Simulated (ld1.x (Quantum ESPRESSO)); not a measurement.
**Before and after: TM potential for Mo**

| Quantity | Value |
| --- | --- |
| Element | Mo |
| Generator | ld1.x (Quantum ESPRESSO) 7.5 |
| Type | norm-conserving Troullier–Martins (Kleinman–Bylander form) |
| Functional | BLYP |
| Relativity | scalar-relativistic |
| Frozen core | [Ar] 3d10 |
| Valence charge | 14 |
| Reference configuration | 4s2 4p6 4d6 5s0 5p0 |
| Partial waves | 4s (bound): rc 1.25 bohr; 4p (bound): rc 1.75 bohr; 4d (bound): rc 1.50 bohr; 4f channel at 0.05 Ry: rc 1.40 bohr |
| Local potential | all-electron potential smoothed inside 1.10 bohr (lloc = -2) |
| Core correction | a·sin(br)/r model core inside 1.00 bohr |

Change: local potential all-electron potential smoothed inside 1.56 bohr (lloc = -2).

Cutoffs: the cutoffs (Ry, on a coarse ladder) from which the occupation-weighted sum of valence levels, in a spherical-Bessel basis at the reference potential, stays within 10 and 1 mRy of its value at 400 Ry; they do not see the model core or the augmentation charge, which bear on the density cutoff. Errors are all-electron minus pseudo energies relative to the spin-unpolarised reference configuration.

Q: How do hardness, ghosts and transferability respond?

A: The potential gets neither clearly harder nor softer (90 Ry and 160 Ry → 90 Ry and 160 Ry); a bound ghost appears in s, which as a rule spoils a file; the number of tests that count goes from 7 to 3; of the 3 tests that both files solve, the error grows in 0 and shrinks in 3 by more than 15 % and 0.3 meV (median size 3.9 → 1.3 meV). In the separable form a ghost depends on how the local part lies against the semilocal potential of the channel, so the choice of the local part can create or remove one. That the errors move this way runs against the usual rule that smaller radii transfer better.

| quantity | base | changed |
| --- | --- | --- |
| cutoff, loose | 90 Ry | 90 Ry |
| cutoff, tight | 160 Ry | 160 Ry |
| bound ghosts | none | s |
| tests counted (converged, no solver errors) | 7 of 7 | 3 of 7 |
| error for 4s2 4p6 4d5 5s0 5p0, meV [ΔE 6.09 eV] | +0.8 | +0.5 |
| error for 4s2 4p6 4d4 5s0 5p0, meV [ΔE 21.49 eV] | +3.9 | +1.3 |
| error for 4s2 4p6 4d2 5s0 5p0, meV [ΔE 87.54 eV] | +51 | +28 |
| s: phases at 1.90 bohr within 0.05 rad from the reference energy up to (Ry; the scan ends near 5) | 0.6 | 0.0 |
| p: phases at 1.90 bohr within 0.05 rad from the reference energy up to (Ry; the scan ends near 5) | 2.0 | 2.2 |
| d: phases at 1.90 bohr within 0.05 rad from the reference energy up to (Ry; the scan ends near 5) | to the end of the scan | to the end of the scan |
| f: phases at 1.90 bohr within 0.05 rad from the reference energy up to (Ry; the scan ends near 5) | to the end of the scan | to the end of the scan |

Base: ld1.x printed “convergence not achieved” for 6 of the counted tests; their residual had stalled under 1e-8, short of the target of 1e-14. Changed file: Tests not counted: 4s2 4p6 4d5 5s1 5p0 (an occupied level unbound or not found, printed error -2.9 eV); 4s2 4p6 4d4 5s1 5p0 (solver errors, printed error -3.4 eV); 4s1 4p6 4d5 5s1 5p0 (an occupied level unbound or not found, printed error -3.5 eV); 4s2 4p6 4d4 5s1 5p1 (solver errors, printed error -1850 eV). ld1.x printed “convergence not achieved” for 2 of the counted tests; their residual had stalled under 1e-8, short of the target of 1e-14. A true bound ghost makes a file unfit for plane-wave use even where its test errors are small: the radial tests pick states by their node count and pass the ghost by. Where a test does run into it, the solver fails or the error is huge.
